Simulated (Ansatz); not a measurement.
A structure relaxed at PBE0-D4/def2-TZVP, charge 0, multiplicity 1:

```csv
atom,x (Å),y (Å),z (Å)
C1,1.3138,0.9338,-1.4403
B2,0.2893,0.3978,-0.4148
N3,-0.8742,1.0642,0.0966
C4,-1.5272,0.3465,0.9418
Ga5,-0.7983,-1.4922,1.3482
H6,1.0801,1.9422,-1.7831
H7,2.3214,0.9242,-1.0083
H8,1.3679,0.2626,-2.3057
H9,0.5114,-0.7657,0.0179
H10,-2.4331,0.7985,1.3744
H11,-1.3723,-2.7274,0.5670
H12,0.1213,-1.6846,2.6064
```

(1) Give its formula and SMILES.

(2) Point group (tolerance 0.08 Å, 0.16 Å for H)?

(3) Summarise the bond lengths by kind.

## Answers

(1) C2H7BGaN, `CB/N=[CH]\[GaH2]`.

(2) Cs.

(3) 1 × B–C 1.545 Å; 4 × C–H 1.090 to 1.101 Å; 1 × B–N 1.435 Å; 1 × B–H 1.261 Å; 1 × C–N 1.287 Å; 1 × C–Ga 2.019 Å; 2 × Ga–H 1.570 Å.

Program: Ansatz 0.2.0.
